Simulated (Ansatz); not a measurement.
Abridged output of a molecular run in Ansatz:

```
Functional definition: HF
1197 factors; integrals over basis functions are off by at most 1.1e-3 eV
mean field evaluation 1: about -30307.4416 eV, gradient 7.1e1 eV
mean field evaluation 2: about -30307.5391 eV, gradient 7.1e1 eV
mean field evaluation 4: about -30317.8581 eV, gradient 7.3e0 eV
mean field evaluation 8: about -30318.0710 eV, gradient 7.8e-1 eV
mean field evaluation 16: about -30318.0770 eV, gradient 3.1e-6 eV
mean field -30318.07695309 eV, -1114.1687776954 hartree, gradient 3.1e-6 eV, S^2 0.000000; 0 other end points of the search recorded, 0 dependent functions left out
9 core orbitals not correlated: weight in the atoms' cores, before any rotation towards them, 1.000 or more for the frozen orbitals, at most 0.000 for the correlated occupied ones
reference -30318.07695309 eV, -1114.1687776954 hartree; 20, 20 occupied and 88, 88 virtual orbitals, 1197 factors
second order -27.99557524 eV of doubles, -0.00000000 eV of singles
cycle   1  -27.49873955 eV  change    5.0e-1 eV  update   2.1e-1
cycle   2  -28.37628217 eV  change   -8.8e-1 eV  update   1.2e-1
cycle   3  -28.64813067 eV  change   -2.7e-1 eV  update   4.1e-2
cycle   4  -28.66087567 eV  change   -1.3e-2 eV  update   1.2e-2
cycle   5  -28.64751996 eV  change    1.3e-2 eV  update   4.8e-3
cycle   6  -28.64658392 eV  change    9.4e-4 eV  update   1.8e-3
cycle   7  -28.64695173 eV  change   -3.7e-4 eV  update   9.0e-4
cycle   8  -28.64669480 eV  change    2.6e-4 eV  update   2.9e-4
cycle   9  -28.64677772 eV  change   -8.3e-5 eV  update   1.3e-4
cycle  10  -28.64690170 eV  change   -1.2e-4 eV  update   5.4e-5
cycle  11  -28.64681793 eV  change    8.4e-5 eV  update   3.0e-5
cycle  12  -28.64680214 eV  change    1.6e-5 eV  update   1.4e-5
perturbative correction -1.07679286 eV, -0.0395714079 hartree
Total energy: -30347.80054809 eV, -1115.2610996643 hartree
```

Its atoms:

```xyz
11

C    -1.290    0.746   -0.427
Ti    0.505   -0.158    0.072
O     1.637    1.190    0.441
O     1.017   -1.034   -1.405
O     0.119   -1.176    1.476
H    -1.134    1.418   -1.275
H    -2.032   -0.011   -0.697
H    -1.661    1.321    0.426
H     1.941    1.571    1.265
H     0.877   -1.876   -1.835
H     0.021   -1.992    1.958
```

Question: Which basis set was used?
A. def2-QZVPP
B. def2-SVP
C. cc-pV(Q+d)Z
D. def2-SVPD

Answer: B. It gives 117 functions.

Question: Write the keys of the input that set method, charge and spin (a neutral closed shell needs none for the last two).

Answer: 
```yaml
correlation: {method: ccsd_t}
```
